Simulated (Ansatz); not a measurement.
Mulliken charges of `S[B]1[O][AlH]1` from ωB97M-V/def2-TZVPP in Ansatz (PBE0-D4/def2-TZVP geometry).

| atom | x (Å) | y (Å) | z (Å) | charge (e) |
| --- | --- | --- | --- | --- |
| S1 | -0.748 | -0.098 | -2.111 | -0.133 |
| B2 | -0.035 | -0.113 | -0.466 | 0.158 |
| O3 | 1.068 | -0.724 | 0.000 | -0.325 |
| Al4 | 0.425 | 0.119 | 1.445 | 0.243 |
| H5 | -1.780 | 0.692 | -1.780 | 0.121 |
| H6 | 1.111 | 0.060 | 2.866 | -0.064 |

Question: By hand: the dipole of these point charges (1 e Å = 4.8032 D).

Answer: Σ q r = (-0.436, 0.339, 0.159) e Å, of length 0.575 e Å = 2.76 D.

Question: How does the dipole of the full density compare? (Estimate.)

Answer: The calculation gave: (-0.218, 0.263, 0.409) e Å, 2.56 D; the point charges give 1.08 times that, at 36° from its direction.

Point charges leave out the atoms' own dipoles, such as those of lone pairs, and Mulliken's split depends on the basis, so the two needn't agree.
